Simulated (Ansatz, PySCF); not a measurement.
Caution: the highest occupied level lies above zero, so the state may not be bound. This triplet lies 0.06 eV below the relaxed singlet at the level frozen-core CCSD(T)/aug-cc-pVDZ // B3LYP-D3(BJ)/def2-TZVPD (Ansatz, a first-principles code).

B3LYP has the VWN-RPA correlation part, as in Gaussian. 

# CH$_{6}$BSi, SMILES `C[B-][SiH3]` (lower triplet) (charge -1, multiplicity 3)

Level of theory: B3LYP-D3(BJ)/def2-TZVPD run with PySCF.

- highest occupied spin orbital = 1.24 eV
- total energy = -356.0557 Ha
- cost = roughly 2.0 core-minutes

```xyz
9

C     -1.7142    -0.0897     0.0442
B     -0.2554    -0.5263    -0.4021
Si     1.5741     0.0004    -0.1052
H     -2.4992    -0.7017    -0.4177
H     -1.8720    -0.1682     1.1333
H     -1.9492     0.9547    -0.2228
H      2.0035     1.4166    -0.4874
H      2.5756    -0.8334    -0.8572
H      2.1368    -0.0524     1.3149
```
Charge -1, spin multiplicity 3.
